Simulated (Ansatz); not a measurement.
(H3Ge)2S (Ge2H6S). Total charge 0; triplet. Geometry B3LYP-D4/def2-SVP, that of the neutral singlet.

Cartesian coordinates in Å:
```
Ge -0.741 0.603 -1.425
H -2.056 0.023 -0.863
H -1.023 1.825 -2.317
H 0.004 -0.490 -2.219
S 0.551 1.368 0.249
Ge 0.772 -0.527 1.439
H -0.606 -1.006 1.943
H 1.412 -1.631 0.572
H 1.687 -0.165 2.622
```

At PBE0-D4/def2-TZVP a singlet of charge 0 lies 4.99 eV below the triplet at the same geometry.

(1) Estimate the α-spin orbital energies around the gap (eV) in Ansatz with PBE-D4/def2-TZVP, r2SCAN-D4/def2-TZVP, PBE0-D4/def2-TZVP.

Answers

(1) 
```csv
orbital,PBE-D4/def2-TZVP,r2SCAN-D4/def2-TZVP,PBE0-D4/def2-TZVP
HOMO−5,-9.32,-9.74,-10.78
HOMO−4,-8.64,-8.98,-9.88
HOMO−3,-8.24,-8.62,-9.56
HOMO−2,-8.12,-8.45,-9.38
HOMO−1,-7.85,-8.34,-9.26
HOMO,-1.82,-1.93,-2.46
LUMO,-1.50,-1.42,-0.76
LUMO+1,-0.51,-0.30,0.27
LUMO+2,-0.35,0.03,0.52
LUMO+3,-0.04,0.18,0.77
LUMO+4,0.48,0.77,1.38
LUMO+5,0.64,0.98,1.49
β HOMO,-7.86,-8.20,-9.10
β LUMO,-6.39,-6.14,-5.43
```
